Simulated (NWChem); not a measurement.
Species: SiH$_{3}$O cation; SMILES [OH+]=[SiH2]

```xyz
5

O     -0.0699    -1.0436     0.0000
Si    -0.0048     0.5428     0.0000
H      0.6660    -1.6836     0.0000
H      1.2849     1.2527     0.0000
H     -1.3244     1.1801     0.0000
```
Atoms are numbered in this order, from 1.

The geometry was optimised at B3LYP/6-31G* (spherical d).

Symmetry labels are those of Cs in the frame above (b1 and b2, or b-type labels, depend on it).

Problem. List the 4 lowest vertical singlet excitations and the 4 lowest triplet ones from PBE/6-31+G* (spherical d), full TDDFT (NWChem).

Solution. 
```tsv
state	energy (eV)	oscillator strength	symmetry	leading excitation (squared amplitude)
S1	5.53	0.000	a"	HOMO → LUMO (1.00)
S2	7.03	0.001	a"	HOMO−2 → LUMO (1.00)
S3	7.05	0.068	a'	HOMO−1 → LUMO (0.91)
S4	8.36	0.054	a'	HOMO → LUMO+1 (0.83)
T1	5.05	spin-forbidden	a"	HOMO → LUMO (0.99)
T2	5.26	spin-forbidden	a'	HOMO−1 → LUMO (1.00)
T3	6.43	spin-forbidden	a"	HOMO−2 → LUMO (0.99)
T4	7.33	spin-forbidden	a'	HOMO → LUMO+1 (0.91)
```
